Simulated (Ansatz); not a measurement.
Stretching the Ge2–H3 bond in GaGeH5 (SMILES [GaH2][GeH3]) (multiplicity 1 held, fragments rigid). Energies count from the point at 1.541 Å.
Geometry at that point (charge 0, multiplicity 1):
```xyz
7

Ga    -1.23044    -0.07769    -0.29200
Ge     1.15730     0.07023     0.27369
H      1.98202    -1.14288    -0.19966
H      1.78713     1.32897    -0.36154
H      1.35930     0.19977     1.79857
H     -2.21720     1.04515     0.20263
H     -1.80127    -1.26983    -1.14606
```

Restricted levels (R-, RO-) in cc, def2 and unpolarised 6-31G sets keep to the state of the molecule at rest. Unrestricted levels (U-) break spin symmetry where that is lower. Active spaces are followed from a long bond inwards. Levels need not reach the same state.

Frozen-core correlation. Filled d and f shells under p-block atoms count as core.

Programs: Ansatz (Gaussian orbitals). Each number belongs to the level named beside it.

```tsv
level	energy at R = 4.932 Å (kJ/mol)
U-HF/cc-pVTZ	275.6
R-PBE/cc-pVTZ	452.0
U-PBE/cc-pVTZ	344.0
U-wB97X-V/cc-pVTZ	365.0
R-MP2/cc-pVTZ	493.5
R-SCS-MP2/cc-pVTZ	___
CASSCF(2,2)/cc-pVTZ	___
FIC-MRCISD on CASSCF(2,2)/cc-pVTZ	351.2
FIC-MRCISD+Q on CASSCF(2,2)/cc-pVTZ	354.5
```

**Question.** Fill in the missing entries.

**Answer.** 
- R-SCS-MP2/cc-pVTZ, energy at R = 4.932 Å (kJ/mol): 462.0
- CASSCF(2,2)/cc-pVTZ, energy at R = 4.932 Å (kJ/mol): 319.0

Doubts at one or more of the structures used: a spin-contaminated determinant (U-HF/cc-pVTZ, U-PBE/cc-pVTZ, U-wB97X-V/cc-pVTZ); a restricted determinant that unrestricted orbitals would lower (R-PBE/cc-pVTZ, R-MP2/cc-pVTZ, R-SCS-MP2/cc-pVTZ).

Ansatz is a first-principles code.
